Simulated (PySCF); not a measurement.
An unknown gives this computed stick spectrum. Theory: TDDFT CAM-B3LYP/def2-SVPD, vertical, gas phase, core orbitals frozen in the response in PySCF. Geometries: PBE0-D3(BJ)/def2-SVP, one conformer each.

| state | E (eV) | f |
| --- | --- | --- |
| S1 | 5.04 | 0.0011 |
| S2 | 6.80 | 0.032 |
| S3 | 7.10 | 0.272 |
| S4 | 7.43 | 0.048 |
| S5 | 7.54 | 0.075 |
| S6 | 7.70 | 0.044 |

Orbital energies (eV): HOMO-3 -10.35, HOMO-2 -10.08, HOMO-1 -8.93, HOMO -8.21, LUMO 1.08, LUMO+1 1.36, LUMO+2 1.78.

Question: Which structure fits? All have the formula C7H13N.
A. `CC(C)C(C)(C)C#N`
B. `CC(C)=NC1CCC1`
C. `C[C@H](C#N)C(C)(C)C`
D. `C1CCN(C2CC2)C1`

Answer: B. Its S1, at 5.04 eV, is the lowest among the candidates; the nearest of the others has S1 at 6.25 eV. S1 is HOMO→LUMO (63%), HOMO→LUMO+1 (26%). Löwdin shares by element: HOMO nitrogen 55%, carbon 27% or more (atoms not listed hold the other 18%); LUMO carbon 32% or more, nitrogen 16%, hydrogen 10% or more (atoms not listed hold the other 42%). At the same level the other candidates give, for their lowest levels:
- `C1CCN(C2CC2)C1`: 6.25 eV (f 0.028); 6.60 eV (f 0.004); 6.88 eV (f 0.001); 7.23 eV (f 0.006); 7.61 eV (f 0.002); T1 6.16 eV; HOMO -7.60, LUMO 1.40 eV
- `C[C@H](C#N)C(C)(C)C`: 7.66 eV (f 0.000); 7.97 eV (f 0.006); 7.99 eV (f 0.002); 8.74 eV (f 0.010); 8.86 eV (f 0.006); T1 6.32 eV; HOMO -10.38, LUMO 0.97 eV
- `CC(C)C(C)(C)C#N`: 7.70 eV (f 0.000); 8.04 eV (f 0.003); 8.05 eV (f 0.004); 8.89 eV (f 0.009); 8.96 eV (f 0.013); HOMO -10.43, LUMO 1.11 eV

The values belong to the conformer `[CH3:1][C:2]([CH3:3])=[N:4][CH:5]1[CH2:6][CH2:7][CH2:8]1`: C2–N4–C5–C6 -89°.
Triplets come from the Tamm–Dancoff approximation.
